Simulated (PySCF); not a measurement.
Electron correlation in Cs+ (caesium, charge +1)

[Xe], closed-shell 1S. All numbers are calculated (PySCF 2.14, scalar relativity by spin-free X2C-1e, in Sapporo-DKH3-DZP-2012 (8s6p3d, 41 functions)). Frozen: [Kr] 4d10 5s2; 6 electrons correlated.

Total MP2 correlation energy: -83.36 mhartree.

Same-spin part -24.97 and opposite-spin part -58.40 mhartree; SCS-MP2 scales them by 1/3 and 6/5 to -78.40 mhartree.

```
  level  correlation energy (mhartree)
   CCSD                         -91.88
    (T)                          -0.13
CCSD(T)                         -92.01
```

Diagnostics: T1 = 0.00078, D1 = 0.0011, largest double amplitude 0.049.

Cost of the coupled-cluster step: 0.05 s of wall time on 1 thread of Neoverse-V2 (shared host), for 6 correlated electrons.

Iterations:

```
CC2 = 0
CCSD nocc = 3, nmo = 17
frozen orbitals [0, 1, 2, 3, 4, 5, 6, 7, 8, 9, 10, 11, 12, 13, 14, 15, 16, 17, 18, 19, 20, 21, 22, 23]
max_cycle = 100
direct = 0
conv_tol = 1e-08
conv_tol_normt = 1e-06
diis_space = 8
diis_start_cycle = 0
Init t2, MP2 energy = -7782.59367564268  E_corr(MP2) -0.0833639452841897
Init E_corr(CCSD) = -0.0833639452842557
cycle = 1  E_corr(CCSD) = -0.0907850246877532  dE = -0.0074210794  norm(t1,t2) = 0.0182891
cycle = 2  E_corr(CCSD) = -0.0916300302608518  dE = -0.000845005573  norm(t1,t2) = 0.00408079
cycle = 3  E_corr(CCSD) = -0.0918823669981666  dE = -0.000252336737  norm(t1,t2) = 0.00122964
cycle = 4  E_corr(CCSD) = -0.09188380914575  dE = -1.44214758e-06  norm(t1,t2) = 6.5097e-05
cycle = 5  E_corr(CCSD) = -0.0918839300292274  dE = -1.20883477e-07  norm(t1,t2) = 5.13763e-06
cycle = 6  E_corr(CCSD) = -0.0918839276112928  dE = 2.41793457e-09  norm(t1,t2) = 3.804e-07
CCSD converged
E(CCSD) = -7782.602195625004  E_corr = -0.09188392761129283
CCSD(T) correction = -0.000125378426158135
```
